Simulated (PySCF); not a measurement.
## J couplings in CH₅FGe

Molfile (atoms numbered from 1):
```
CH5FGe
     RDKit          3D

  8  7  0  0  0  0  0  0  0  0999 V2000
   -1.4022    1.0396    0.8457 F   0  0  0  0  0  0  0  0  0  0  0  0
   -0.9199    0.0875   -0.0217 C   0  0  0  0  0  0  0  0  0  0  0  0
    1.0514    0.1309   -0.0201 Ge  0  0  0  0  0  4  0  0  0  0  0  0
   -1.2831   -0.9066    0.2906 H   0  0  0  0  0  0  0  0  0  0  0  0
   -1.3099    0.2860   -1.0347 H   0  0  0  0  0  0  0  0  0  0  0  0
    1.5855   -0.9467   -0.9827 H   0  0  0  0  0  0  0  0  0  0  0  0
    1.5306    1.5184   -0.4768 H   0  0  0  0  0  0  0  0  0  0  0  0
    1.5618   -0.1446    1.4037 H   0  0  0  0  0  0  0  0  0  0  0  0
  1  2  1  0
  2  3  1  0
  2  4  1  0
  2  5  1  0
  3  6  1  0
  3  7  1  0
  3  8  1  0
M  END
```

Indirect spin–spin couplings were computed at B3LYP/pcJ-1 (pcSseg-1 on Ge) (PySCF) on a PBE0-D3(BJ)/def2-SVP structure, for the isolated molecule, without vibrational or relativistic corrections. Couplings are averaged over pairs made equivalent by symmetry, fast rotation or ring inversion, so a value needn't be that of the named pair in this geometry, while other rotamers aren't included; one pair stands for each set, and the list holds those of at least 1.5 Hz over up to four bonds. One-bond C–F couplings come out tens of Hz too large with common functionals.

Isotopes: $^{19}$F, $^{13}$C, $^{1}$H.

| pair | bonds | J (Hz) |
| --- | --- | --- |
| F1, C2 | 1 | -256.5 |
| C2, H4 | 1 | ? |
| F1, H4 | 2 | ? |
| C2, H6 | 2 | 8.1 |
| H4, H5 | 2 | -11.5 |
| H6, H7 | 2 | 9.6 |
| F1, H6 | 3 | 14.6 |
| H4, H6 | 3 | 2.5 |

Estimate the withheld couplings, with signs.

Results:


- $^{1}J$(C2,H4) = 155.2 Hz (bond length 1.103 Å, sp3 carbon)
- $^{2}J$(F1,H4) = 54.9 Hz (angle at C2 109°)

Relativistic effects of the heavier atoms present are left out.
